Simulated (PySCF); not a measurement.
**Choosing a basis for TDDFT**

Species: ClGeH5OSi.
Geometry (PBE0-D3(BJ)/def2-SVP, Å), atoms numbered from 1 in this order:
```xyz
9
ClGeH5OSi angstrom
Cl     1.2879    1.9930   -0.5813
Si     1.5840    0.0209    0.0092
O      0.1357   -0.6540    0.3698
Ge    -1.5812   -0.2473    0.0723
H      2.4550    0.0330    1.2122
H      2.2381   -0.6817   -1.1264
H     -1.9168    1.0302    0.8560
H     -2.3636   -1.4587    0.5943
H     -1.7799   -0.0506   -1.4396
```

TDDFT with PBE0 (PySCF), vertical singlets, core orbitals frozen in the response, spherical d and f functions. Geometry: PBE0-D3(BJ)/def2-SVP, one conformer, isolated molecule. Relativistic effects, spin–orbit coupling among them, are left out although an element past zinc is present.

| basis | functions | diffuse | S1 (eV) | S2 (eV) | S3 (eV) | S4 (eV) | S5 (eV) | LUMO (eV) | α (au) |
| --- | --- | --- | --- | --- | --- | --- | --- | --- | --- |
| 6-31G* | 92 | no | 6.94 | 7.50 | 7.71 | 7.83 | 8.13 | -0.10 | 55.8 |
| def2-SVP | 107 | no | 7.10 | 7.66 | 7.87 | 8.02 | 8.26 | 0.08 | 58.9 |
| def2-SVPD | 152 | yes | 6.86 | 7.39 | 7.46 | 7.68 | 7.88 | -0.36 | 72.4 |
| aug-cc-pVDZ | 158 | yes | 6.66 | 7.17 | 7.27 | 7.47 | 7.56 | -0.55 | 73.1 |
| def2-TZVP | 183 | no | 6.91 | 7.51 | 7.60 | 7.74 | 8.07 | -0.21 | 67.5 |
| def2-TZVPD | 228 | yes | 6.76 | 7.30 | 7.35 | 7.56 | 7.77 | -0.46 | 73.1 |

How much do these states and the polarisability depend on the basis?

States are compared by their number. Against the largest diffuse basis here (def2-TZVPD, itself not a converged limit), sets without diffuse functions differ by up to 0.35 eV in S1 and 0.49 eV in S5; the smaller diffuse sets differ by up to 0.10 and 0.22 eV. State by state, the largest deviation of a set without diffuse functions is S1 0.35, S2 0.36, S3 0.53, S4 0.46, S5 0.49 eV. The same number needn't mean the same state in each row. Against def2-TZVPD the polarisability deviates by -24% in 6-31G*, -19% in def2-SVP, -1% in def2-SVPD, 0% in aug-cc-pVDZ, -8% in def2-TZVP.

Without π bonds the low states are Rydberg-like; a valence basis with one diffuse set may place them up to an eV too high.
